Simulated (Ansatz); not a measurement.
Geometry optimisation, Ansatz 0.2.0, RKS PBE-D4/def2-SVP.

The input (input.yaml):

```yaml
crystal:
  periodic: [false, false, false]
  atoms:
    - { symbol: Hf, position_ang: [-0.633066, 0.211705, 1.466302] }
    - { symbol: O, position_ang: [1.14582, -1.367548, -1.378864] }
    - { symbol: C, position_ang: [-1.56762, 0.160533, -0.340166] }
    - { symbol: H, position_ang: [0.368773, -0.766232, -1.338153] }
    - { symbol: O, position_ang: [-0.06788, 2.058716, 1.689884] }
    - { symbol: O, position_ang: [0.771894, -1.104297, 1.278679] }
    - { symbol: H, position_ang: [1.879613, -0.75856, -1.584614] }
    - { symbol: H, position_ang: [-1.887186, 1.05191, -0.915853] }
    - { symbol: H, position_ang: [-1.705581, -0.775907, -0.929025] }
    - { symbol: H, position_ang: [0.627952, 2.726075, 1.670348] }
    - { symbol: H, position_ang: [1.06728, -1.436395, 0.381562] }
basis:
  gaussian: { orbitals: def2-SVP }
hamiltonian:
  xc: pbe
  dispersion: d4
relax:
  f_tol: 0.03
  max_steps: 50
```

Command:

```bash
$ ansatz run input.yaml --threads 2 --pin off --max-ram 3072MiB --backend cpu --events-out ev --progress --plain --runs-dir out
```

**Question.** Where does it end, and by what steps?

**Answer.** It converged. After 7 steps the energy has fallen by 0.017 eV; H4 moved furthest, 0.14 Å.

| step | energy less start (eV) | largest force component (eV/Å) | accepted |
| --- | --- | --- | --- |
| 0 | 0.0000 | 0.372 | yes |
| 1 | -0.0121 | 0.204 | yes |
| 2 | -0.0104 | 0.147 | no |
| 3 | -0.0157 | 0.072 | yes |
| 4 | -0.0141 | 0.203 | no |
| 5 | -0.0166 | 0.064 | yes |
| 6 | -0.0167 | 0.049 | yes |
| 7 | -0.0169 | 0.021 | yes |

```xyz
11
Properties=species:S:1:pos:R:3
Hf -0.624 0.197 1.452
O 1.070 -1.324 -1.343
C -1.495 0.138 -0.386
H 0.287 -0.709 -1.240
O -0.060 2.039 1.707
O 0.792 -1.110 1.301
H 1.790 -0.717 -1.600
H -1.815 1.016 -0.982
H -1.656 -0.812 -0.945
H 0.644 2.702 1.653
H 1.068 -1.420 0.384
```

Time of the run: 25 s on 2 threads of Arm Neoverse V1, on a shared host, peak memory 0.16 GiB.
